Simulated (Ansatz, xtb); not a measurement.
**Relative energy of two isomers of C5H2ClFO2**

We compare X, `O=c1occc(F)c1Cl`, a singlet, with Y, `O=C(F)c1occc1Cl`, a singlet. Both are isolated molecules in the gas phase, relaxed with PBE0-D3(BJ)/def2-SVP, each in the lowest conformer that the search found.

X (Å):

```xyz
11

C    -2.1434   -1.0418   -1.1677
C    -0.8577   -1.6403    0.7772
C     0.3349   -1.4411    0.1742
C     0.3114   -1.0152   -1.1853
C    -0.8680   -0.8197   -1.8413
Cl   -0.9184   -0.3096   -3.4700
F     1.4612   -0.8155   -1.7912
O    -3.2365   -0.9081   -1.6242
O    -2.0209   -1.4567    0.1601
H    -0.9783   -1.9657    1.8121
H     1.2794   -1.5957    0.6935
```

Y (Å):

```xyz
11

C    -0.4054    2.4396   -1.1285
C    -0.7424    1.2994   -0.2906
C    -0.5150   -0.0531    1.3968
C    -1.5937   -0.5268    0.7043
C    -1.7438    0.3568   -0.3995
Cl   -2.9332    0.2516   -1.6063
F     0.6551    3.0990   -0.6511
O    -0.9661    2.7830   -2.1155
O    -0.0026    1.0332    0.8118
H    -0.0187   -0.3902    2.3038
H    -2.2099   -1.3907    0.9382
```

Question: Estimate E(Y) − E(X) at the level CCSD(T)/def2-SVP + ΔMP2/def2-TZVPP.

Answer: Calculated at CCSD(T)/def2-SVP + ΔMP2/def2-TZVPP: E(Y) − E(X) = −5.3 kcal/mol, so structure Y lies lower.

Level by level:

```csv
level,geometry,E(Y) − E(X) (kcal/mol),departure from the last row (kcal/mol),"job, with rough time for the two"
GFN2-xTB,GFN2-xTB,−5.3,0.0,"optimisation, 0.16 s"
HF/STO-3G,GFN2-xTB,−5.5,−0.2,"single point, 0.46 s"
r2SCAN-D4/def2-SVP,GFN2-xTB,−4.3,+1.0,"single point, 3.8 s"
PBE0-D3(BJ)/def2-SVP,PBE0-D3(BJ)/def2-SVP,−5.0,+0.3,"optimisation, 33 s"
HF/def2-SVP,PBE0-D3(BJ)/def2-SVP,−4.3,+1.0,part of the CCSD(T) run
MP2/def2-SVP,PBE0-D3(BJ)/def2-SVP,−10.1,−4.8,part of the CCSD(T) run
CCSD(T)/def2-SVP,PBE0-D3(BJ)/def2-SVP,−7.2,−1.9,single point
CCSD(T)/def2-SVP + ΔMP2/def2-TZVPP,PBE0-D3(BJ)/def2-SVP,−5.3,,"single point, 92 s"
```

As drawn, Y has 2 C∷O, 3 C∷C in place of 2 C–O, 2 C=C, 1 C–C (∷ is an aromatic bond). Structure X has a 6-membered ring, Y a 5-membered ring (with an aromatic ring).

The levels shown agree on the order. The largest departure from CCSD(T)/def2-SVP + ΔMP2/def2-TZVPP is that of MP2/def2-SVP, 4.8 kcal/mol. The last row adds to CCSD(T) the change of the MP2 difference between the two basis sets, here +1.9 kcal/mol.

With thermal terms from frequencies at re-optimised GFN2-xTB minima (ideal gas, soft modes damped towards free rotors, one conformer each, 298.15 K, 1 atm): on the last row, ΔE + ΔZPE = −5.0, ΔH = −4.9, ΔG = −5.5 kcal/mol.

The correlated steps freeze 13 core orbitals. Run with Ansatz 0.2.0, xtb 6.7.1; the last row on 4 threads of Arm Neoverse V1 on a shared host.
